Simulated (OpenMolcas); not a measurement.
# Ru²⁺: effect of the basis set

- Program: OpenMolcas
- Method: CASSCF
- Active space: 6 electrons in 5 orbitals (4d)
- State averaging: 2S+1 = 5 even, 5 roots; 2S+1 = 3 even, 45 roots; 2S+1 = 1 even, 50 roots
- Spin-orbit coupling: state interaction with AMFI integrals over the reference wave functions, term energies averaged over their components

A. ANO-R1 [6s4p3d1f], X2C, finite nucleus; cost about 19 core-seconds
B. ANO-RCC-VDZP [6s5p3d1f], DKH2, point nucleus; cost of the order of 20 core-seconds
C. ANO-R2 [7s5p4d2f1g], X2C, finite nucleus; cost of the order of 24 core-seconds
D. ANO-RCC-VTZP [7s6p4d2f1g], DKH2, point nucleus; cost about 22 core-seconds
E. ANO-R3 [8s6p5d3f2g1h], X2C, finite nucleus; cost of the order of 28 core-seconds
F. ANO-RCC-VQZP [8s7p5d3f2g1h], DKH2, point nucleus; cost roughly 60 core-seconds

Energies in cm-1 above 4d6 5D4, the measured ground level; measured values from Moore, Atomic Energy Levels, vol. III, NSRDS-NBS 35 (1971 reprint of NBS Circular 467, 1958).

```tsv
Level	A	B	C	D	E	F	Measured
4d6 5D4	0.0	0.0	0.0	0.0	0.0	0.0	0.0
4d6 5D3	1192	1199	1144	1143	1159	1156	1159
4d6 5D2	1924	1935	1857	1856	1879	1873	1826
4d6 5D1	2394	2408	2312	2311	2339	2332	2266
4d6 5D0	2621	2636	2532	2531	2561	2554	2476
4d6 3H6	17452	17440	17815	17825	17782	17772	
4d6 3H5	17860	17848	18222	18231	18191	18180	
4d6 3H4 [71 %]	17868	17850	18271	18282	18227	18218	
4d6 3P2(1)	18576	18555	19017	19030	18965	18957	
4d6 3F4(1) [69 %]	19893	19881	20280	20290	20248	20236	
4d6 3F3(1)	20326	20311	20733	20744	20698	20685	
4d6 3F2(1)	20886	20874	21276	21287	21249	21235	
4d6 3P1(1)	21981	21980	22310	22319	22307	22288	
4d6 3G5	22194	22183	22583	22593	22560	22545	
4d6 3P0(1)	22804	22802	23152	23162	23145	23126	
4d6 3G4	23336	23330	23702	23711	23691	23673	
4d6 3G3	23653	23649	24010	24019	24003	23984	
4d6 1I6	26787	26772	27292	27306	27256	27238	
4d6 3D2	28028	28005	28546	28561	28504	28488	
4d6 3D1	28169	28148	28668	28681	28633	28615	
4d6 3D3	28396	28376	28897	28911	28862	28845	
4d6 1G4(1)	28843	28831	29348	29363	29322	29301	
4d6 1S0(1)	33192	33174	33767	33786	33736	33711	
4d6 1D2(1)	34746	34720	35365	35385	35323	35300
```

Deviations, from unrounded energies. A percentage is the sum of absolute deviations over the sum of measured energies, with the sign that they share, or ± where signs differ.

```csv
Against measurement,Levels,A,B,C,D,E,F
mean absolute deviation (cm-1),4,100,110,37,36,53,49
fine structure of the ground term (%),4,+5.2,+5.8,±1.9,±1.9,+2.7,±2.5
```

C, D lie about equally close to measurement and B furthest from it. The largest miss of D in the table is 4d6 5D0, by +55 cm-1. The ranking rests on the paired levels alone, and a cruder setting can come out closer through cancelling errors.

Among A to F the level of the table that moves most is 4d6 1D2(1), by 660 cm-1 (lowest in B, highest in D).

Levels of configurations with an s electron are missing; early in the row they begin among the upper levels of the d shell and mix with terms of their name. Without dynamic correlation excited terms often stand tens of per cent too high (terms of higher spin than the ground term too low), and those without a measured partner can miss by more than the paired ones. Computed and measured levels are paired by configuration, term and J; levels that our copy of the source lacks, or whose pairing is in doubt (as where it misses far off the trend of its configuration), stay unpaired and out of the deviations. Only configurations of the active space appear. The table leaves out levels that lie high or whose names do not pair safely across all columns.

A share in square brackets marks a mixed level and gives the weight of the term that names it, the lowest over the columns. A number in round brackets counts repeated terms of one configuration in the order of the reference energies.
